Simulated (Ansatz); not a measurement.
Consider the ligand exchange at the Si–S bond: `CO[SiH](F)S[SiH2]F` + `[SiH3]S` → `F[SiH2]S[SiH3]` + `CO[SiH](F)S`.

Computed with Ansatz on PBE0-D4/def2-TZVP structures; ΔE is electronic, products minus reactants. CCSD(T)/CBS is the MP2 limit (def2-TZVPP, def2-QZVPP) plus CCSD(T) − MP2 in def2-TZVPP, frozen cores. This one scheme is used for every species. Functionals use def2-TZVPP. B3LYP here is the variant with VWN-RPA as its local correlation; programs differ in this. Each species was taken in one conformer, which may not be the lowest.

```tsv
level	ΔE (kJ/mol)	difference from CCSD(T)/CBS
PBE-D4	2.4	1.1
r2SCAN-D4	2.4	1.1
B3LYP-D4	2.3	1.0
ωB97X-V	1.0	-0.3
B2PLYP	-0.5	-1.8
PBE	-0.2	-1.5
r2SCAN	1.4	0.1
B3LYP	-1.5	-2.8
SCS-MP2/def2-TZVPP	0.4	-0.9
CCSD/def2-TZVPP	0.5	-0.8
CCSD(T)/def2-TZVPP	1.1	-0.2
MP2/def2-QZVPP	1.3	0.0
SCS-MP2/def2-QZVPP	0.6	-0.7
HF/CBS(def2)	-1.7	-3.0
MP2/CBS(def2)	1.3	0.0
CCSD/CBS(def2)	0.7	-0.6
CCSD(T)/CBS	1.3	0
```

Largest T1 diagnostic among the species: 0.012.

The D4 term adds +3.9 kJ/mol with B3LYP and +2.5 kJ/mol with PBE0; it sums over pairs of atoms, weighted by their polarisabilities, and B3LYP, whose exchange is more repulsive, gets the larger term.
